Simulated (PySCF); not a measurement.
# C7H9NOSi: full NMR table

```
Formula                 : C7H9NOSi
SMILES                  : O=Cc1ccc(N[SiH3])cc1
Degrees of unsaturation : 5
Carbon signals          : 5
Proton signals          : 5
```

Atoms are numbered as in `[O:1]=[CH:2][c:3]1[cH:4][cH:5][c:6]([NH:7][SiH3:8])[cH:9][cH:10]1`; H(Xn) means a hydrogen on atom n.

Single conformer, in vacuum, no relativistic terms, rapidly exchanging positions averaged. GFN2-xTB structure; σ from GIAO-PBE0/pcSseg-1; PySCF 2.14.0 with density-fitted response routines.

References, each an isolated molecule treated in the same way: TMS for 1H (σ = 31.72 ppm), 13C (σ = 186.93 ppm), 29Si (σ = 349.16 ppm); 15N (σ = 267.73 ppm) against NH3; H2O for 17O (σ = 336.08 ppm).

| carbon | δC, type | δH (multiplicity) | HMBC from (2–3 bonds) | span of the C tensor (ppm) |
| --- | --- | --- | --- | --- |
| C2 | 192.8, CH | 9.96 (s) | H(C4)/H(C10) | 177 |
| C3 | 132.2, C | – | H(C2), H(C4)/H(C10), H(C5)/H(C9) | 193 |
| C4/C10 | 139.2, CH | 8.08 (d) | H(C2), H(C4)/H(C10), H(C5)/H(C9) | 237 |
| C5/C9 | 118.2, CH | 6.85 (d) | H(C4)/H(C10), H(C5)/H(C9) | 182 |
| C6 | 157.4, C | – | H(C4)/H(C10), H(C5)/H(C9), H(Si8) | 210 |

Other nuclei:
| atoms | nucleus | environment | δ (ppm) | σ (ppm) |
| --- | --- | --- | --- | --- |
| H(Si8) | 1H | hydrogen on a silicon bonded to N | 4.85 | 26.87 |
| H(N7) | 1H | hydrogen on an aniline-type nitrogen | 3.57 | 28.14 |
| Si8 | 29Si | silicon bonded to N, 3 H | -63.8 | 412.9 |
| N7 | 15N | aniline-type nitrogen | 74.3 | 193.5 |
| O1 | 17O | aldehyde oxygen | 632.5 | -296.4 |

Carbon types of the structure: 2 × C, 5 × CH, leaving 4 H on heteroatoms. δC 192.8: aldehyde carbonyl carbon; low-lying n→π* states of the double bond to the heteroatom give a large paramagnetic term (-246 ppm). δC 157.4: aromatic carbon bearing nitrogen; an ipso carbon deshielded by its heteroatom. δC 139.2, 118.2: aromatic CH. δC 132.2: substituted aromatic carbon. δH 9.96: hydrogen on an aldehyde carbonyl carbon; deshielded by the polar, anisotropic C=O bond.

The OH or NH signal is concentration- and solvent-dependent in practice; the value given is the gas-phase one. Shifts are as computed. Against solution values, carbons near 30 ppm lie about +3 ppm off and those near 130 ppm about +5 ppm. Of 1211 compounds with measured shifts, 218 miss one by over three times the rms of a fit or turn the order of signals round; such compounds aren't used in these exercises. Unscaled 17O shifts of doubly bonded oxygen tend to come out too high, by tens of ppm or more. Experimental scales use liquid or dissolved standards, which lie at an offset from isolated NH3 (liquid NH3: subtract about 20 ppm) and H2O (liquid H2O: subtract about 36 ppm). No couplings were computed; multiplicities are counted from neighbouring protons, with m where these are inequivalent, close in shift, in a saturated or five-membered ring or joined by F or P, and br s for small geminal =CH2 splittings.
